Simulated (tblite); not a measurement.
Run record: tight-binding relaxation, `FC(F)Oc1c[c]ccc1` [radical].

Computed with GFN2-xTB geometry optimisation, gas phase (tblite 0.8.0). Start geometry: from a force field or distance geometry. The command runs a driver script over a list of jobs; the input below is this job's line of settings and its coordinates in Å.

Command:
```bash
OMP_NUM_THREADS=1 python probes_run.py task.json out
```

Input:
```
{"job": {"kind": "relax", "xc": "GFN2-xTB", "basis": "xTB"}, "charge": 0, "multiplicity": 2}
F      3.749600    -0.291500    -0.044000
C      2.540300     0.120900     0.446000
F      2.634000     1.457800     0.609900
O      1.557200    -0.179900    -0.523200
C      0.255300    -0.047500    -0.114900
C     -0.196600     0.657400     0.993600
C     -1.556500     0.729400     1.273700
C     -2.475500     0.105300     0.450500
C     -2.038200    -0.594100    -0.678500
C     -0.682200    -0.660600    -0.958300
H      2.376400    -0.379300     1.418000
H      0.477400     1.189100     1.660400
H     -3.546300     0.164500     0.687000
H     -2.756100    -1.074800    -1.340800
H     -0.343200    -1.188700    -1.843800
```

Output:
```
step      E/eV     max force
  0    -842.37515    2.264
  1    -842.52469    0.658
  2    -842.54723    0.333
  3    -842.55604    0.228
  4    -842.56062    0.154
  5    -842.56255    0.128
  6    -842.56401    0.084
  7    -842.56494    0.078
  8    -842.56563    0.095
  9    -842.56616    0.098
... (26 lines left out)
 36    -842.57114    0.022
 37    -842.57120    0.028
 38    -842.57126    0.025
 39    -842.57131    0.020
 40    -842.57136    0.017
 41    -842.57140    0.017
 42    -842.57144    0.018
 43    -842.57148    0.018
 44    -842.57150    0.013
 45    -842.57152    0.010
```

«max force» is the largest atomic force in eV/Å.

**Question.** From which step on does the largest force stay under 0.1 eV/Å, and how much energy is left to gain from there?

**Answer.** From step 6 (0.084 eV/Å), 7.5 meV above the end.

Summary of the converged run: energy lowered by 4.5 kcal/mol over 45 steps; largest atomic force 0.010 eV/Å at the end.

**Question.** Give the final coordinates.

**Answer.** 0.066 Å rms from the input after alignment:
```
atom  x, y, z in Å
F1     3.6725   -0.4001   -0.0287
C2     2.5255    0.1262    0.4213
F3     2.7622    1.4562    0.5730
O4     1.5703   -0.1176   -0.4955
C5     0.2364   -0.0270   -0.1208
C6    -0.2027    0.6610    1.0113
C7    -1.5475    0.6692    1.2401
C8    -2.4935    0.0791    0.4596
C9    -2.0353   -0.5872   -0.6777
C10   -0.6851   -0.6423   -0.9603
H11    2.3207   -0.2858    1.4290
H12    0.4831    1.1835    1.6600
H13   -3.5453    0.1184    0.6920
H14   -2.7458   -1.0681   -1.3335
H15   -0.3200   -1.1576   -1.8343
```

The run took 0.24 s of wall time on Arm Neoverse V2, one thread, no GPU, shared host with 96 logical CPUs at a one-minute load of 58.
Labels such as C1 count atoms from 1, the log's own numbers from 0.
